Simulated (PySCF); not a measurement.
**[C$_{7}$H$_{10}$BO$_{2}$]-, charge -1**

Geometry:
```tsv
atom	x (Å)	y (Å)	z (Å)
C1	-1.853	0.680	0.285
B2	-0.483	-0.030	0.794
C3	-0.622	-1.635	1.005
C4	0.814	0.381	-0.101
C5	1.666	1.115	0.793
C6	1.060	1.176	2.023
O7	-0.097	0.606	2.173
C8	1.031	0.080	-1.430
C9	2.187	0.460	-2.185
O10	2.414	0.210	-3.364
H11	-1.752	1.777	0.214
H12	-2.701	0.464	0.960
H13	-2.128	0.314	-0.721
H14	-1.458	-1.889	1.683
H15	-0.813	-2.137	0.040
H16	0.297	-2.081	1.426
H17	2.638	1.568	0.585
H18	1.482	1.677	2.908
H19	0.276	-0.495	-1.980
H20	2.947	1.050	-1.598
```

Total charge -1.

Method: PySCF, quadratic response CAM-B3LYP/aug-cc-pVDZ first hyperpolarisability, Taylor convention, gas phase. Geometry: PBE0-D3(BJ)/def2-SVP.

The bonding changed while the geometry was optimised; results refer to the coordinates, not to the name. For a gas-phase anion, states above the detachment energy (about 2.9 eV, taken as minus the energy of the highest occupied orbital) lie in the continuum and depend on the basis.

**Question.** Give the tensor of the second harmonic β(−2ω;ω,ω) at 1064 nm in the axes of these coordinates.

**Answer.** In au, Taylor convention; rows are the first index (the induced dipole):
|  | xx | yy | zz | xy | xz | yz |
| --- | --- | --- | --- | --- | --- | --- |
| x | -79.1 | +82.8 | -123.4 | -122.0 | +117.8 | +63.9 |
| y | -95.8 | +6.7 | +61.4 | +53.6 | +60.8 | -100.8 |
| z | +136.8 | -125.0 | +109.2 | +91.8 | -171.0 | +48.1 |

Norm of βᵢ = ⅓ Σⱼ (βᵢⱼⱼ + βⱼᵢⱼ + βⱼⱼᵢ): 218.3 au, hyper-Rayleigh value 168.2 au.
